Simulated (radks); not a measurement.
Results of a calculation; reference values are marked as such.
The chromium ion Cr3+, 21 electrons, occupied as [Ar] 3d3. Level of theory: scalar-relativistic Kohn-Sham, PBEsol, spin-polarised, spherical densities, finite nucleus; open shells are filled with parallel spins first; Fermi nuclear charge, rms radius 3.6452 fm (a radial shooting solver on a logarithmic mesh with Libxc functionals).

Normalised radial functions P(r) = r R(r), r in bohr:

r	2p up	3s up	3p down
0.003006	0.0041	0.0770	0.0015
0.003821	0.0065	0.0956	0.0024
0.004858	0.0102	0.1180	0.0038
0.006176	0.0160	0.1446	0.0060
0.007914	0.0255	0.1766	0.0095
0.01006	0.0398	0.2117	0.0148
0.01279	0.0617	0.2497	0.0229
0.01626	0.0951	0.2883	0.0353
0.02067	0.1449	0.3234	0.0537
0.02628	0.2182	0.3485	0.0808
0.0334	0.3231	0.3544	0.1194
0.04246	0.4685	0.3294	0.1726
0.05398	0.6618	0.2607	0.2425
0.06862	0.9046	0.1382	0.3284
0.08724	1.1871	-0.0394	0.4242
0.1118	1.4909	-0.2633	0.5173
0.1421	1.7448	-0.4757	0.5738
0.1807	1.8914	-0.6141	0.5590
0.2297	1.8665	-0.5978	0.4335
0.292	1.6425	-0.3692	0.1747
0.3712	1.2564	0.0599	-0.1993
0.4718	0.8098	0.5805	-0.6146
0.5998	0.4239	1.0117	-0.9558
0.7625	0.1715	1.1863	-1.1101
0.9694	0.0505	1.0599	-1.0334
1.242	0.0095	0.7275	-0.7729
1.579	0.0011	0.3881	-0.4685
2.007	0.0001	0.1537	-0.2227
2.552	0.0000	0.0426	-0.0789
3.244	0.0000	0.0076	-0.0192
4.124	0.0000	0.0008	-0.0029

2p up: eigenvalue -600.78 eV, 0 radial nodes, <r> = 0.260 bohr, 90 % of the charge inside 0.427 bohr. 3s up: eigenvalue -113.82 eV, 2 radial nodes at r = 0.0832, 0.361 bohr, <r> = 0.888 bohr, 90 % of the charge inside 1.33 bohr. 3p down: eigenvalue -81.531 eV, 1 radial node at r = 0.329 bohr, <r> = 0.941 bohr, 90 % of the charge inside 1.44 bohr.
